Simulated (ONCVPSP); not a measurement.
Which change was made? (Os, ONCV)

Os (Z = 76), optimised norm-conserving Vanderbilt (ONCV), made with ONCVPSP 4.0.1 (LDA (Perdew-Zunger), scalar-relativistic). Core [Kr] 4d10 4f14, reference 5s2 5p6 5d6 6s2. Waves: 5s+6s: rc 1.55 bohr, ncon 3, nbas 8, qcut 9.7 1/bohr, 2 projectors; 5p: rc 1.45 bohr, ncon 4, nbas 8, qcut 9.1 1/bohr, 2 projectors, debl 2.2 Ha; 5d: rc 2.50 bohr, ncon 5, nbas 10, qcut 7.3 1/bohr, 1 projector. Local part: polynomial inside 1.35 bohr (lpopt 5, dvloc0 0 Ha). Core correction: Teter function, fcfact 5.75, rcfact 1.3.

Cutoffs, loose and tight: the cutoffs (Ha) at which the residual kinetic energy of the hardest occupied pseudo-wave falls to 1 and 0.1 mHa per electron. They do not see the model core or the augmentation charge, which bear on the density cutoff. Test errors are all-electron minus pseudo excitation energies from the reference, over the configurations 5s2 5p6 5d6 6s1; 5s2 5p6 5d6 6s0; 5s2 5p6 5d5 6s0; 5s2 5p6 5d5 6s2 6p1; variants that change the core or the reference have their own tests.

The base gives: outcome: generated; cutoff, loose: 30 Ha; cutoff, tight: 36 Ha; bound ghosts: none; GHOST(+) flags above zero: s; largest test error (meV): -14.

(1) After one change the result is: outcome: failed: ERROR pspot: first pseudo wave function has node, program will stop. Which change was it?
A. d: rc 2.96
B. reference 5s2 5p6 5d6 6s1.5
C. s: qcut 12.3; p: qcut 11.5; d: qcut 9.2

Answers

(1) C. The others give: reference 5s2 5p6 5d6 6s1.5 → outcome: generated; cutoff, loose: 30 Ha; cutoff, tight: 36 Ha; bound ghosts: none; GHOST(+) flags above zero: s; largest test error (meV): -7.6 | d: rc 2.96 → outcome: generated; cutoff, loose: 30 Ha; cutoff, tight: 36 Ha; bound ghosts: none; GHOST(+) flags above zero: s; largest test error (meV): -26.
